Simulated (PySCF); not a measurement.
Numbering as in the mapped SMILES `[CH2:1]=[CH:2][SiH2:3][O:4][Si@@H:5]1[CH:6]=[CH:7][SiH2:8][NH:9]1` (H(Xn): hydrogen on atom n). Ha(Si8) is cis to O4 on the ring; Ha(C1) is cis to Si3; Ha(Si3) is pro-R; Hb(Si3) is pro-S; Hb(Si8) is trans to O4 on the ring; Hb(C1) is trans to Si3.

[PySCF 2.14: geometry: GFN2-xTB; PBE0/pcSseg-1 with gauge-including orbitals; in vacuum; relativity neglected; single conformer]

Scale: $^{13}$C (σref 186.93) and $^{1}$H (σref 31.72) and $^{29}$Si (σref 349.16) vs TMS; $^{17}$O (σref 336.08) against H2O; NH3 for $^{15}$N (σref 267.73) (reference shieldings calculated alike).

| atoms | nucleus | count | Hirshfeld charge | δ (ppm) |
| --- | --- | --- | --- | --- |
| Si8 | $^{29}$Si | 1 | 0.37 | -36.8 |
| Si5 | $^{29}$Si | 1 | 0.44 | ? |
| H(C2) | $^{1}$H | 1 | 0.04 | 6.13 |
| C7 | $^{13}$C | 1 | -0.13 | 155.9 |
| Ha(Si3) | $^{1}$H | 1 | -0.09 | ? |
| C6 | $^{13}$C | 1 | -0.13 | 161.0 |
| Ha(C1) | $^{1}$H | 1 | 0.03 | 6.21 |
| H(N9) | $^{1}$H | 1 | 0.12 | 0.48 |
| H(C6) | $^{1}$H | 1 | 0.04 | 7.50 |
| Hb(Si3) | $^{1}$H | 1 | -0.09 | 5.38 |
| Hb(C1) | $^{1}$H | 1 | 0.05 | ? |
| O4 | $^{17}$O | 1 | -0.30 | 59.4 |
| C1 | $^{13}$C | 1 | -0.08 | 144.6 |
| Ha(Si8) | $^{1}$H | 1 | -0.08 | ? |
| Si3 | $^{29}$Si | 1 | 0.40 | -33.1 |
| Hb(Si8) | $^{1}$H | 1 | -0.08 | ? |
| H(C7) | $^{1}$H | 1 | 0.04 | ? |
| C2 | $^{13}$C | 1 | -0.14 | 141.6 |
| H(Si5) | $^{1}$H | 1 | -0.09 | 5.41 |
| N9 | $^{15}$N | 1 | -0.33 | 27.8 |

**Question.** Complete the table.

**Answer.** 
- H(C7): 7.46 ppm, hydrogen on an alkene CH; olefinic region
- Hb(C1): 6.52 ppm, hydrogen on a terminal =CH2 carbon; attached to an sp2 carbon and in the plane of the double bond
- Ha(Si3): 5.45 ppm, hydrogen on a silicon bonded to C, O
- Ha(Si8): 5.31 ppm, hydrogen on a silicon bonded to C, N, in a 5-membered ring
- Hb(Si8): 5.17 ppm, hydrogen on a silicon bonded to C, N, in a 5-membered ring
- Si5: -29.3 ppm, silicon bonded to C, N, O, H, in a 5-membered ring

OH and NH positions are those of a molecule without intermolecular hydrogen bonds; in solution they move with solvent, concentration and temperature, and exchange usually removes their couplings. Shifts are as computed. Against solution values, carbons near 30 ppm lie about +3 ppm off and those near 130 ppm about +5 ppm. Of 1309 compounds with measured shifts, 239 miss one by over three times the rms of a fit or turn the order of signals round; such compounds aren't used in these exercises. Experimental scales use liquid or dissolved standards, which lie at an offset from isolated NH3 (liquid NH3: subtract about 20 ppm) and H2O (liquid H2O: subtract about 36 ppm).
